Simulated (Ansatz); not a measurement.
Species: WF, net charge 0, quartet state. SMILES: [F][W]
Coordinates optimised at B3LYP-D3(BJ)/def2-TZVP (Ansatz, an electronic-structure program):
```
W
F 1 1.8348
```
Charge 0, spin multiplicity 4.

Quantity: atomisation energy, in kcal/mol. Set-up: frozen cores in correlated levels (noble-gas shells and the d and f shells of earlier blocks); LANL2DZ with its own core potentials from Na on; spin-orbit terms left out; def2 sets with scalar-relativistic core potentials past Kr; 6-31G* and kin with 6d, 5d where marked; atomisation electronic, to ground-state atoms; open shells spin-unrestricted. First-principles rows: single points at B3LYP-D3(BJ) geometries (Ansatz). The spin state of an ion or metal species was assumed, not searched.

```
level                                     program  atomisation energy (kcal/mol)
---------------------------------  --------------  -----------------------------
SVWN5/6-31G* with LANL2DZ past Ar          Ansatz                          150.1
PBE/LANL2DZ                                Ansatz                          117.6
PBE/def2-SVP                               Ansatz                          127.9
PBE/6-31G* with LANL2DZ past Ar            Ansatz                          128.0
BLYP/6-31G* with LANL2DZ past Ar           Ansatz                          127.3
B3LYP/LANL2DZ                              Ansatz                          107.7
B3LYP/def2-SVP                             Ansatz                          118.8
B3LYP/6-31G* with LANL2DZ past Ar          Ansatz                          118.5
PBE0/6-31G* with LANL2DZ past Ar           Ansatz                          115.2
r2SCAN-D4/def2-TZVPD               Ansatz + dftd4                          120.5
B2PLYP-D3(BJ)/def2-TZVPD           Ansatz + dftd3                          118.2
```

No value to compare with is used here. The 9 habitual levels span 107.7 (B3LYP/LANL2DZ) to 150.1 kcal/mol (SVWN5/6-31G* with LANL2DZ past Ar); r2SCAN-D4/def2-TZVPD gives 120.5.

The levels are drawn from those run, B3LYP/6-31G* more often than the rest, none by its result; left out are runs that failed, that the program found above a lower state of the same kind, or whose <S^2> lies over 0.5 above the pure value.
